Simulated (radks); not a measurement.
Values are calculated unless marked as measured or tabulated.
Spherical quantum dot in the effective-mass picture: electrons in a hard-walled sphere of radius 1.69, with a point charge +2 (a donor) at the centre, all in effective atomic units (hartree* = m*/eps^2 hartree, bohr* = eps/m* bohr), one dielectric constant everywhere. Level of theory: non-relativistic Kohn-Sham, LDA (Slater exchange, Perdew-Wang correlation), spin-polarised, spherical densities (a radial shooting solver with Libxc functionals). Levels are named by radial order and angular momentum (1s, 1p, 1d, 2s, ...), and open shells are averaged over m. Each electron was tried in the lowest free levels, single moves between levels near the top were tried too, and the lowest total energy was kept; such a search can miss a lower state. At N = 1 the Hartree and exchange-correlation terms need not cancel, so that row can carry a self-interaction error.

| N | open shells | 2S | E (hartree*) | mu = E(N) - E(N-1) (hartree*) | addition energy mu(N+1) - mu(N) (hartree*) | e(HOMO) (hartree*) | rms radius (bohr*) |
|---|---|---|---|---|---|---|---|
| 1 | 1s(up 1, down 0) | 1 | -1.75384 | -1.7538 | 1.341 | -1.2363 | 0.6942 |
| 2 | none | 0 | -2.16655 | -0.41271 | 3.564 | 0.075880 | 0.7363 |
| 3 | 1p(up 1, down 0) | 1 | 0.984712 | 3.1513 | 0.7798 | 3.5336 | 0.8474 |
| 4 | 1p(up 2, down 0) | 2 | 4.91573 | 3.9310 | 0.8068 | 4.3322 | 0.9021 |
| 5 | 1p(up 3, down 0) | 3 | 9.65353 | 4.7378 | 1.056 | 5.1446 | 0.9365 |
| 6 | 1p(up 3, down 1) | 2 | 15.4475 | 5.7939 | 0.7647 | 6.1708 | 0.9621 |
| 7 | 1p(up 3, down 2) | 1 | 22.0061 | 6.5586 | 0.7860 | 6.9496 | 0.9816 |
| 8 | none | 0 | 29.3508 | 7.3447 | 2.910 | 7.7409 | 0.9976 |
| 9 | 2s(up 1, down 0) | 1 | 39.6057 | 10.255 | 0.8552 | 10.718 | 1.005 |
| 10 | 1d(up 1, down 0) 2s(up 1, down 0) | 2 | 50.7158 | 11.110 | 0.7340 | 11.506 | 1.024 |
| 11 | 1d(up 3, down 0) | 3 | 62.5600 | 11.844 | 0.7221 | 12.190 | 1.052 |
| 12 | 1d(up 4, down 0) | 4 | 75.1263 | 12.566 | 0.7527 | 12.942 | 1.065 |
| 13 | 1d(up 5, down 0) | 5 | 88.4452 | 13.319 | 0.8789 | 13.696 | 1.076 |
| 14 | 1d(up 5, down 0) 2s(up 1, down 0) | 6 | 102.643 | 14.198 | 0.9017 | 14.673 | 1.075 |
| 15 | 1d(up 5, down 1) 2s(up 1, down 0) | 5 | 117.742 | 15.099 | 0.6838 | 15.480 | 1.085 |
| 16 | 1d(up 5, down 3) | 2 | 133.526 | 15.783 | 0.7191 | 16.132 | 1.102 |
| 17 | 1d(up 5, down 4) | 1 | 150.028 | 16.502 | 0.7422 | 16.873 | 1.109 |
| 18 | none | 0 | 167.273 | 17.245 | 0.9687 | 17.616 | 1.116 |
| 19 | 2s(up 1, down 0) | 1 | 185.486 | 18.213 | 1.144 | 18.691 | 1.114 |
| 20 | none | 0 | 204.844 | 19.358 | 2.647 | 19.853 | 1.111 |
| 21 | 1f(up 1, down 0) | 1 | 226.848 | 22.005 | 0.7194 | 22.364 | 1.119 |
| 22 | 1f(up 2, down 0) | 2 | 249.572 | 22.724 | 0.7206 | 23.084 | 1.126 |
| 23 | 1f(up 3, down 0) | 3 | 273.017 | 23.444 | 0.7214 | 23.805 | 1.133 |
| 24 | 1f(up 4, down 0) | 4 | 297.183 | 24.166 | 0.7220 | 24.527 | 1.139 |
| 25 | 1f(up 5, down 0) | 5 | 322.071 | 24.888 | 0.7225 | 25.249 | 1.145 |
| 26 | 1f(up 6, down 0) | 6 | 347.681 | 25.610 | 0.7227 | 25.972 | 1.150 |
| 27 | 1f(up 7, down 0) | 7 | 374.014 | 26.333 | 0.9209 | 26.695 | 1.155 |
| 28 | 1f(up 7, down 1) | 6 | 401.268 | 27.254 | 0.7127 | 27.610 | 1.160 |
| 29 | 1f(up 7, down 2) | 5 | 429.235 | 27.967 | 0.7140 | 28.324 | 1.164 |
| 30 | 1f(up 7, down 3) | 4 | 457.916 | 28.681 | 0.7149 | 29.038 | 1.168 |
| 31 | 1f(up 7, down 4) | 3 | 487.311 | 29.396 | 0.7156 | 29.753 | 1.172 |
| 32 | 1f(up 7, down 5) | 2 | 517.423 | 30.111 | - | 30.469 | 1.176 |

All shells are closed at N = 2, 8, 18, 20 (there: 1s2 1p6 1d10 2s2); the second difference of the energy has clear peaks (12 % above both neighbours; the first and last values, which can be the largest, are not judged, and half-filled shells can peak too) at N = 2, 5, 8, 20, 27.
